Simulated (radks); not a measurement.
Cd2+, 46 electrons, occupied as [Kr] 4d10. Method: scalar-relativistic Kohn-Sham, PBE, spin-polarised, spherical densities, finite nucleus; Fermi nuclear charge, rms radius 4.6087 fm; computed with a radial shooting solver on a logarithmic mesh with Libxc functionals. Some entries of the table are withheld. Estimate them.

| orbital | occ. | eigenvalue (eV) | <1/r> (bohr^-1) | <r> (bohr) |
|---|---|---|---|---|
| 1s | 2 | -26543.30 | (1) | (2) |
| 2s | 2 | -3956.635 | 11.52 | 0.1317 |
| 2p | 6 | (3) | 11.11 | 0.1149 |
| 3s | 2 | -752.7367 | 4.062 | 0.3583 |
| 3p | 6 | -620.0699 | 3.869 | 0.3571 |
| 3d | 10 | -412.4191 | 3.642 | 0.3347 |
| 4s | 2 | -124.8194 | 1.571 | 0.8795 |
| 4p | 6 | -85.9000 | 1.415 | 0.9600 |
| 4d | 10 | -30.4437 | 1.071 | 1.252 |

Answer. 
(1) 1s <1/r> (bohr^-1): 50.64
(2) 1s <r> (bohr): 0.03040
(3) 2p eigenvalue (eV): -3552.275
